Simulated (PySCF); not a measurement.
**Electron correlation in Er²⁺ (erbium, charge +2)**

[Xe] 4f11 5d1, one real determinant (an excited configuration). Calculation: PySCF 2.14, in cc-pVDZ-X2C (8s7p5d3f1g, 84 functions); the spin-free X2C one-electron Hamiltonian (Gaussian nucleus). Frozen: [Kr] 4d10; 20 electrons correlated.

```json
{"level": "CCSD", "correlation energy (mhartree)": "-636.20"}
{"level": "(T)", "correlation energy (mhartree)": "-19.94"}
{"level": "CCSD(T)", "correlation energy (mhartree)": "-656.14"}
```

Diagnostics: T1 = 0.020, D1 = 0.1128, largest double amplitude 0.104.

Question: Is a single reference adequate?

Answer: Mostly. T1 lies below 0.03, but a double amplitude of this size points to a near-degeneracy that CCSD handles and MP2 describes poorly.

The reference is one real determinant that mixes LS terms of this configuration.
